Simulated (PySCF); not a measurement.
AsN: from constants to spectrum

RHF-CCSD(T) constants of AsN, ¹Σ⁺ (singlet), closed shell (basis As 6-31G(d,p), N 6-31G(d,p); no relativity; PySCF 2.14; masses 74.9216 and 14.0031 u):

| Property | Result |
| --- | --- |
| ωe | 1037.6 cm⁻¹ |
| ωexe | 5.46 cm⁻¹ |
| Be | 0.53099 cm⁻¹ |
| αe | 0.00358 cm⁻¹ |
| D (centrifugal) | 5.56e-07 cm⁻¹ |
| De to As + N | 3.99 eV |

Task: Give the band origin of the fundamental and the first lines of its P and R branches.

Result: ν0 = ωe − 2ωexe = 1026.7 cm⁻¹, B0 = 0.52920, B1 = 0.52562 cm⁻¹.

| J″ | P(J″) − ν0 | R(J″) − ν0 |
| --- | --- | --- |
| 0 |  | 1.051 |
| 1 | -1.058 | 2.095 |
| 2 | -2.124 | 3.132 |
| 3 | -3.197 | 4.162 |
| 4 | -4.276 | 5.184 |
| 5 | -5.363 | 6.200 |
| 6 | -6.457 | 7.208 |

Task: Near which J would the R branch turn back, without centrifugal distortion?

Result: At J ≈ (B0 + B1)/(2(B0 − B1)) − 1 ≈ 150.

Correlated steps freeze 10 core orbitals. Correlated levels converge slowly with the basis: in double zeta they bind strong bonds too weakly, by up to about 1 eV, and carry superposition errors of some tenths. Where the molecule has an RHF reference, its open-shell atoms are computed with UHF.
